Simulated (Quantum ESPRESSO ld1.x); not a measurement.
Task: All-electron atom: Ta XLVIII in [Ar] 3d8 (the NIST ground configuration). Calculated with ld1.x of Quantum ESPRESSO 7.5: scalar-relativistic Kohn-Sham, LDA (Slater exchange, Perdew-Zunger correlation), spin-polarised, spherical densities, point nucleus; open shells are filled with parallel spins first. Some entries of the table are withheld. Estimate them.

orbital,occ.,eigenvalue (eV),<r^2> (bohr^2),<r> (bohr)
1s up,1,-69912.9,0.0004790,0.01867
1s down,1,-69912.6,0.0004790,0.01867
2s up,1,-14111.4,0.007332,0.07875
2s down,1,-14102.8,0.007328,0.07873
2p up,3,-12693.2,0.006035,0.07032
2p down,3,-12686.2,0.006030,0.07029
3s up,1,-5004.13,0.04511,0.1989
3s down,1,-4994.90,0.04517,0.1990
3p up,3,-4580.40,0.04499,0.1973
3p down,3,-4571.14,0.04507,0.1975
3d up,5,-4120.20,0.03626,0.1767
3d down,3,-4108.90,0.03635,0.1769
4s up,0,(1),(2),0.3877
4s down,0,(3),(4),0.3880
4p up,0,-2337.54,0.1763,0.3946
4p down,0,-2334.43,0.1767,0.3951

Result: 
(1) 4s up eigenvalue (eV): -2502.57
(2) 4s up <r^2> (bohr^2): 0.1690
(3) 4s down eigenvalue (eV): -2499.38
(4) 4s down <r^2> (bohr^2): 0.1693
